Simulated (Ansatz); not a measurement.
The same ligand exchange along the group F, Cl, Br, I.

Program: Ansatz. Geometries: PBE0-D4/def2-TZVP. ΔE: electronic, gas phase. CCSD(T)/CBS adds triple-zeta CCSD(T) − MP2 to the extrapolated MP2 energy (def2 sets, frozen cores). This one scheme is used for every species. DFT in def2-TZVPP. Elements past krypton have def2 core potentials. For Br, Ge, I outer-core shells are correlated without core-valence functions, which leaves a few kJ/mol of doubt a bond. Scalar relativity is left out up to krypton. Each species was taken in one conformer, which may not be the lowest.

```csv
reaction,r2SCAN-D4 (kJ/mol)
`[CH3][GeH2][F]` + CH₃NH₂ → `C[NH][GeH2][CH3]` + H–F,71
`[CH3][GeH2][Cl]` + CH₃NH₂ → `C[NH][GeH2][CH3]` + HCl,83
`[CH3][GeH2][Br]` + CH₃NH₂ → `C[NH][GeH2][CH3]` + HBr,92
`[CH3][GeH2][I]` + CH₃NH₂ → `C[NH][GeH2][CH3]` + HI,93
```

**Question.** Give the CCSD(T)/CBS values in the same order. (Best estimate.)

**Answer.** The calculation gave: 58, 76, 86, 91 kJ/mol.

Largest T1 diagnostic: 0.011, for `[CH3][GeH2][F]`.
